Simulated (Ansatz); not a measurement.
FH3OSiZn, SMILES `F[SiH2][O][ZnH]`. Charge 0, multiplicity 1.

```xyz
7

F    -1.3351    1.2524    0.5806
Si   -0.0888    0.3677    1.0728
O     0.5134   -0.4720   -0.1522
Zn    0.3496   -0.8072   -1.8856
H     0.9117    1.3219    1.6092
H    -0.6087   -0.5311    2.1314
H     0.2580   -1.1318   -3.3561
```

(1) What are the harmonic wavenumbers in cm⁻¹ at PBE0-D4/def2-TZVP (Ansatz, finite differences of forces, unscaled)? (Best estimate.)

(2) Is this a minimum?

(3) Give the ideal-gas thermochemistry at 298.15 K and 1 bar (rigid rotor, harmonic oscillator; point group Cs, symmetry number 1).

(4) And at 400, 500, 600, 800 and 1000 K?

(5) Rotational constants (cm⁻¹)?

## Answers

(1) The calculation gave: 48, 49, 340, 468, 477, 500, 704, 735, 852, 944, 990, 1084, 2010, 2235, 2240.

(2) Yes, all 15 modes are real.

(3) Zero-point energy 81.8 kJ/mol; H(298) − E = 100.0 kJ/mol; entropy 341.5 J/(mol·K), of which translation 169.7, rotation 112.7, vibration 59.1; G(298) − E = -1.8 kJ/mol. Modes under 100 cm⁻¹ are hindered rotations or soft bends, so the harmonic entropy is rough.

(4) 
```csv
T (K),H − E (kJ/mol),S (J/mol/K),G − E (kJ/mol)
400,109.5,369.0,-38.1
500,120.1,392.6,-76.2
600,131.6,413.5,-116.5
800,156.5,449.3,-202.9
1000,183.3,479.1,-295.8
```

(5) 0.3862, 0.05255, 0.04704.
